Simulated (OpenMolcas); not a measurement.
## Ir5+: moving or changing the point charges

Ir5+ among 2 point charges of -1 e arranged as a linear pair (D∞h), 2.24 Å from the ion.
```
   0.0000    0.0000    2.2400  -1.00
   0.0000    0.0000   -2.2400  -1.00
```

```json
{
  "Program": "OpenMolcas",
  "Method": "SS-CASPT2, IPEA 0.25 Eh, imaginary shift 0.1 Eh (closed shells correlated: 5s 5p)",
  "Basis": "ANO-RCC-VDZP [7s6p4d2f]",
  "Scalar Hamiltonian": "DKH2, point nucleus",
  "Active space": "4 electrons in 5 orbitals (5d)",
  "State averaging": "2S+1 = 5 even, 5 roots; 2S+1 = 3 even, 45 roots; 2S+1 = 1 even, 50 roots",
  "Spin-orbit coupling": "RASSI with atomic mean-field integrals over the reference wave functions"
}
```

Runs around this geometry, states (labels by Λ). Energies in cm-1 above the lowest state or level, χT in cm3 K/mol.

```tsv
R (Å)	q (e)	Ground state	First state of that spin	First gap with spin-orbit (degeneracies)	χT at 300 K	First state of another spin
2.24	-0.65	5Σ	5Π 1910	5220 (1, 2)	0.043	3Γ 19790
2.12	-1	5Σ	5Π 3400	4580 (1, 2)	0.055	3Γ 19930
2.24	-1	5Σ	5Π 2800	4810 (1, 2)	0.050	3Γ 19900
2.48	-1	5Σ	5Π 1960	5120 (1, 2)	0.045	3Γ 19820
```

Taking the first state of the same spin as R^-n, n = -ln(1960 / 3400) / ln(2.48 / 2.12) = 3.5 between the shortest and longest distance.

Scaling the charges by -0.65 / -1 = 0.65 scales the first state of the same spin by 1910 / 2800 = 0.68; with fixed orbitals a first-order splitting would follow the charge.

Roots that are degenerate in the reference are averaged as groups; the widest CASPT2 spread within a group is 65 cm-1 (the 2-fold group of multiplicity 1 near 80500 cm-1 above the lowest state of its run, R = 2.24, q = -1). Shifts and gaps below about the spread of the groups concerned are not significant. Point charges give a weaker field than real ligands, and real ions of this kind are as a rule low spin; the high spin found here belongs to the model. Free-ion shares, where given, are those of the reference states; single-state CASPT2 does not remix them. Spin-orbit coupling mixes the spin-free states strongly: the lowest level takes only 28 % from its leading state, 5Π, which lies 1906 cm-1 above the lowest spin-free state (figures for R = 2.24, q = -0.65; the like holds for R = 2.12, q = -1, R = 2.24, q = -1, R = 2.48, q = -1). Point charges carry no covalency, so the field is a model and not that of real ligands. No measured value stands beside these numbers.
